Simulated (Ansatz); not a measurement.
F₂Mg (SMILES [F][Mg][F]), singlet, at a GFN2-xTB geometry (such geometries of metal compounds can be far from the true shape). Base run: PBE/3-21G run with Ansatz (a quantum-chemistry and plane-wave program).

Geometry (Å):
```xyz
3

Mg     0.4031    -0.0553    -0.1365
F     -0.4573     1.1855    -0.9315
F     -0.0802    -1.1117     1.1135
```
All else is at Ansatz's defaults.

Each row names what was changed in the base input (with any setting that the change needs).

```json
[
 {"change": "base", "basis functions": "31", "E (Eh)": "-397.28406"},
 {"change": "basis = STO-3G", "basis functions": "19", "E (Eh)": "-394.04999"},
 {"change": "basis = pcseg-0", "basis functions": "28", "E (Eh)": "-398.72031"},
 {"change": "basis = 6-31G", "basis functions": "31", "E (Eh)": "-399.48793"},
 {"change": "basis = pcseg-1", "basis functions": "38", "E (Eh)": "-399.49541"},
 {"change": "basis = def2-SV(P)", "basis functions": "46", "E (Eh)": "-399.33345"},
 {"change": "basis = aug-pcseg-1", "basis functions": "60", "E (Eh)": "-399.53421"},
 {"change": "basis = 6-31+G*", "basis functions": "61", "E (Eh)": "-399.56257"},
 {"change": "basis = 6-311G**", "basis functions": "63", "E (Eh)": "-399.61758"},
 {"change": "basis = def2-TZVP", "basis functions": "94", "E (Eh)": "-399.65655"},
 {"change": "basis = def2-TZVPD", "basis functions": "115", "E (Eh)": "-399.66016"},
 {"change": "basis = cc-pVQZ", "basis functions": "169", "E (Eh)": "-399.67342"},
 {"change": "basis = def2-QZVPP", "basis functions": "177", "E (Eh)": "-399.68300"}
]
```

Totals compare only among sets that treat the same electrons; sets with core potentials leave the core out.
